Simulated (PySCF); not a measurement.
Spinor energies of Ca⁺ (calcium, charge +1)

Start: [Ar] 3d1; 3d5/2 filled at m_j = +5/2. Calculated with PySCF 2.14 in x2c-TZVPall-2c: generalised Hartree-Fock with the X2C-1e Hamiltonian and a Gaussian nucleus; one run each with spin-orbit coupling (SO) switched off, then screened by Boettger's factors. This is a chosen level, not necessarily the ground level.

```json
{"spinor shell": "1s1/2", "electrons": "2", "ε, spin-free (eV)": "-4088.1", "ε, screened SO (eV)": "-4088.1", "weight of nominal j (screened SO)": "1.000", "rms radius, screened SO (bohr)": "0.0888"}
{"spinor shell": "2s1/2", "electrons": "2", "ε, spin-free (eV)": "-464.28", "ε, screened SO (eV)": "-464.28", "weight of nominal j (screened SO)": "1.000", "rms radius, screened SO (bohr)": "0.393"}
{"spinor shell": "2p1/2", "electrons": "2", "ε, spin-free (eV)": "-373.89", "ε, screened SO (eV)": "-376.43", "weight of nominal j (screened SO)": "0.999", "rms radius, screened SO (bohr)": "0.360"}
{"spinor shell": "3s1/2", "electrons": "2", "ε, spin-free (eV)": "-64.285", "ε, screened SO (eV)": "-64.290", "weight of nominal j (screened SO)": "1.000", "rms radius, screened SO (bohr)": "1.25"}
{"spinor shell": "3p3/2", "electrons": "4", "ε, spin-free (eV)": "-39.646", "ε, screened SO (eV)": "-39.533", "weight of nominal j (screened SO)": "0.851", "rms radius, screened SO (bohr)": "1.40"}
{"spinor shell": "3p1/2", "electrons": "2", "ε, spin-free (eV)": "-39.646", "ε, screened SO (eV)": "-39.890", "weight of nominal j (screened SO)": "0.702", "rms radius, screened SO (bohr)": "1.39"}
{"spinor shell": "3d5/2", "electrons": "1", "ε, spin-free (eV)": "-9.305", "ε, screened SO (eV)": "-9.303", "weight of nominal j (screened SO)": "1.000", "rms radius, screened SO (bohr)": "2.94"}
```

Question: Where does 2p3/2 lie, and what is the 2p spin-orbit splitting (screened SO)?

Answer: At -372.64 eV, 3.791 eV above 2p1/2.

| quantity | spin-free | screened SO |
| --- | --- | --- |
| E (hartree) | -679.34282 | -679.34613 |
| M_J | 5/2 | 5/2 |
| ⟨J²⟩ | 8.752 | 8.752 |
| ⟨L²⟩ | 6.001 | 6.002 |
| ⟨S²⟩ | 0.750 | 0.751 |

Each row is a mean over spinors that exchange with the open shell spreads, by up to 2.560 eV (3p3/2).

Rows whose weight is well below 1 are mixtures of j = l ± 1/2: exchange outweighs spin-orbit coupling there, and the label is only the starting occupation.

Without spin-orbit coupling the j labels of p, d and f shells carry no meaning; the spin-free column gives the mean over the occupied spinors of each nl shell.
